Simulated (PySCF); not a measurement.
**How methods differ on the interval between two levels of Ca**

Ca [Ar] 4s2 → Ca [Ar] 4s1 4p1 [3P2, M_J = 2], as a difference of total energies. Computed with PySCF 2.14 in x2c-SVPall-2c with one added diffuse shell of s type (6s5p2d, 31 functions), with the two-component X2C-1e Hamiltonian. Correlated levels: [Ne] frozen; the 6 highest virtual spinors dropped. "Screened" scales the spin-orbit matrix elements by Boettger's factors to mimic the two-electron term; Breit and QED terms are absent.

```tsv
method	interval between two levels (cm⁻¹)
GHF (spin-free)	13222
GMP2 (spin-free)	18212
GHF (screened spin-orbit)	13317
GMP2 (screened spin-orbit)	18308
```

Errors of the correlated levels include the incompleteness of this basis and the frozen core.

The labels give the starting determinants; with spin-orbit coupling the two ends relaxed to ⟨J²⟩ = 0.00, ⟨L²⟩ = 0.00, ⟨S²⟩ = 0.00 and ⟨J²⟩ = 6.03, ⟨L²⟩ = 2.03, ⟨S²⟩ = 2.00.

For comparison: 15316 cm⁻¹ (measured; NIST Handbook of Basic Atomic Spectroscopic Data (Sansonetti and Martin, J. Phys. Chem. Ref. Data 34, 1559 (2005))).
